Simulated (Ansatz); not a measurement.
```yaml
crystal:
  periodic: [false, false, false]
  atoms:
    - {symbol: F, position_ang: [-1.505407, -0.166098, -1.500894]}
    - {symbol: B, position_ang: [-1.389237, -0.539934, -0.234634]}
    - {symbol: Cl, position_ang: [-2.745874, -1.376010, 0.498291]}
    - {symbol: O, position_ang: [-0.282758, -0.294443, 0.469740]}
    - {symbol: Si, position_ang: [1.190276, 0.429754, 0.218995]}
    - {symbol: H, position_ang: [1.290116, 1.566413, 1.162190]}
    - {symbol: H, position_ang: [2.231880, -0.580582, 0.511352]}
    - {symbol: H, position_ang: [1.303107, 0.903699, -1.180841]}
basis:
  gaussian: {orbitals: cc-pVDZ}
hamiltonian: {xc: {name: BLYP}}
output: {forces: true}
```

```sh
$ ansatz run in.yaml --threads 2 --pin off --events-out ev --progress --plain --max-ram 32768MiB --backend cpu
```

It prints (some lines left out):

```
Functional definition: BLYP
1101 factors; their error is unknown
mean field evaluation 1: about -25887.0874 eV, gradient 5.9e1 eV
mean field evaluation 2: about -25863.2339 eV, gradient 1.3e2 eV
mean field evaluation 4: about -25892.9268 eV, gradient 9.9e0 eV
mean field evaluation 8: about -25893.0717 eV, gradient 1.0e-1 eV
mean field evaluation 16: about -25893.0164 eV, gradient 2.7e-5 eV
mean field -25893.01643188 eV, -951.5508029547 hartree, gradient 2.7e-5 eV, S^2 0.000000; 0 other end points of the search recorded, 0 dependent functions left out
reference -25893.01678041 eV, -951.5508157630 hartree; 28, 28 occupied and 65, 65 virtual orbitals, 1101 factors
Total energy: -25893.01678041 eV, -951.5508157630 hartree
Atom 0 at    -1.505407    -0.166098    -1.500894 Å, force    -0.128146     0.328629    -1.145935 eV/Å
Atom 1 at    -1.389237    -0.539934    -0.234634 Å, force    -0.097071    -0.116076     0.219833 eV/Å
Atom 2 at    -2.745874    -1.376010     0.498291 Å, force    -0.644517    -0.405874     0.374488 eV/Å
Atom 3 at    -0.282758    -0.294443     0.469740 Å, force    -0.751672    -0.598284     0.811256 eV/Å
Atom 4 at     1.190276     0.429754     0.218995 Å, force     1.257512     0.624030    -0.233951 eV/Å
Atom 5 at     1.290116     1.566413     1.162190 Å, force     0.040028     0.269968     0.228914 eV/Å
Atom 6 at     2.231880    -0.580582     0.511352 Å, force     0.259049    -0.231095     0.077100 eV/Å
Atom 7 at     1.303107     0.903699    -1.180841 Å, force     0.064817     0.128702    -0.331707 eV/Å
Dipole moment:     0.364320     0.153836     0.013580 e Å
```

Hardware: 2 threads of a server CPU on a shared host. Wall time 1.7 s, peak host memory 0.44 GiB.
